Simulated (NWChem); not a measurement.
Program: NWChem. System: CNO, charge 0, spin multiplicity 2, at a geometry optimised with UPBE/def2-SVP. The structure started from a generated list of species. Its SCF solution wasn't tested for a lower state. Level: UMP2/def2-TZVP, 3 core orbitals frozen.

Input file:

```
start mol
memory heap 200 mb stack 900 mb global 1100 mb
geometry units angstroms nocenter noautoz
  N      0.000000     0.000000     1.279122
  C      0.000000     0.000000     0.041797
  O      0.000000     0.000000    -1.150580
  symmetry group C2v
end
basis spherical
  * library def2-tzvp
end
scf
  uhf
  nopen 1
  maxiter 100
  thresh 1e-7
  semidirect memsize 60000000 filesize 0
  # guess.movecs holds the orbitals of an unrestricted PBE0 run
  vectors input guess.movecs output mol.movecs
end
mp2
  freeze core 3
end
task mp2 energy
```

Part of the output:

```
             Northwest Computational Chemistry Package (NWChem) 7.3.0
             --------------------------------------------------------

                                NWChem Input Module
                                -------------------

 Scaling coordinates for geometry "geometry" by  1.889725989
 (inverse scale =  0.529177249)

 Turning off AUTOSYM since
 SYMMETRY directive was detected!

                             Geometry "geometry" -> ""
                             -------------------------

 Output coordinates in angstroms (scale by  1.889725989 to convert to a.u.)

  No.       Tag          Charge          X              Y              Z
 ---- ---------------- ---------- -------------- -------------- --------------
    1 N                    7.0000     0.00000000     0.00000000     1.27912200
    2 C                    6.0000     0.00000000     0.00000000     0.04179700
    3 O                    8.0000     0.00000000     0.00000000    -1.15058000

 Effective nuclear repulsion energy (a.u.)      51.4614357689

            Nuclear Dipole moment (a.u.)
            ----------------------------
        X                 Y               Z
 ---------------- ---------------- ----------------
     0.0000000000     0.0000000000    -0.0000075589

      Symmetry information
      --------------------

 Group name             C2v
 Group number             16
 Group order               4
 No. of unique centers     3

      Symmetry unique atoms

     1    2    3


 Summary of "ao basis" -> "" (spherical)
 ------------------------------------------------------------------------------
       Tag                 Description            Shells   Functions and Types
 ---------------- ------------------------------  ------  ---------------------
 *                         def2-tzvp                  on all atoms

 Summary of "ao basis" -> "ao basis" (spherical)
 ------------------------------------------------------------------------------
       Tag                 Description            Shells   Functions and Types
 ---------------- ------------------------------  ------  ---------------------
[...]
  AO/Fock/Back tols     =   1.0D-09  1.0D-09  1.0D-09

 GA uses MA = F    GA memory limited = T

 Available:
  local mem=  1.26D+08
 global mem=  1.44D+08
 local disk=  0.00D+00
  mp2_memr nvloc                    82
  nvloc new                    82
   1 passes of   8:        5242880                      50430                   9674731.
   1 passes of   8: M    126153170           G      144161902           F     120910290.

 Semi-direct pass number   1 of   1  for UHF alpha       at        1.9s
  vrange nnbf                  4331
  mp2_eaftype                    36  avail_ma_in_mb                  1099
 EAF : mp2_eaftype filesize          36    4837365.
  mp2_eaf for mointskh                     36
Node 0 wrote     22.7 Mb in      0.0 s     Agg I/O rate:  2099.7 Mb/s
 Done moints_semi at        3.3s
  mp2_eaftype                    36  avail_ma_in_mb                  1063
 EAF : mp2_eaftype filesize          36    4837365.
  mp2_eaf for kh                    36
 Done maket at        3.4s
 Done multipass loop at        3.4s

 GA uses MA = F    GA memory limited = T

 Available:
  local mem=  1.26D+08
 global mem=  1.44D+08
 local disk=  0.00D+00
  mp2_memr nvloc                    83
  nvloc new                    83
   1 passes of   7:        5242880                      46682                   8570326.
   1 passes of   7: M    126153170           G      144161902           F     120910290.

 Semi-direct pass number   1 of   1  for UHF beta        at        3.4s
  vrange nnbf                  4331
  mp2_eaftype                    32  avail_ma_in_mb                  1099
 EAF : mp2_eaftype filesize          32    4285163.
  mp2_eaf for mointskh                     32
Node 0 wrote     20.1 Mb in      0.0 s     Agg I/O rate:  2519.1 Mb/s
 Done moints_semi at        4.8s
  mp2_eaftype                    32  avail_ma_in_mb                  1067
 EAF : mp2_eaftype filesize          32    4285163.
  mp2_eaf for kh                    32
 Done maket at        4.9s
 Done multipass loop at        4.9s

          -------------------------------------------
          SCF energy                -167.194506635063
          Correlation energy          -0.519765890334
          Singlet pairs                0.000000000000
          Triplet pairs                0.000000000000
          Total MP2 energy          -167.714272525397
          -------------------------------------------

          ---------------------------------------------------
                    Spin Component Scaled (SCS) MP2
          Same spin pairs                     -0.137418791350
          Same spin scaling factor             0.333333333333
          Opposite spin pairs                 -0.382347098984
          Opposite spin scaling fact.          1.200000000000
          SCS-MP2 correlation energy          -0.504622782564
          Total SCS-MP2 energy              -167.699129417627
          ---------------------------------------------------

 -----------------------
 Performance information
 -----------------------

 Timer overhead =  1.99D-07 seconds/call

               Nr. of calls         CPU time (s)                 Wall time (s)                GFlops
             ---------------    -------------------     ------------------------------   -------------------
Name         Min   Avg   Max    Min     Avg     Max     Min     Avg     Max   Mx/calls   Min     Max     Sum
mp2: moin     2     2     2    2.8     2.8     2.8      2.8     2.8     2.8     1.4      0.0     0.0     0.0
mp2: make     2     2     2   0.17    0.17    0.17     0.17    0.17    0.17    8.62E-2   0.0     0.0     0.0
mp2: tota     1     1     1    3.1     3.1     3.1      3.1     3.1     3.1     3.1      0.0     0.0     0.0

 The average no. of pstat calls per process was 5.00D+00
 with a timing overhead of 9.94D-07s

 Task  times  cpu:        4.9s     wall:        4.9s

 Total times  cpu:        4.9s     wall:        4.9s
```
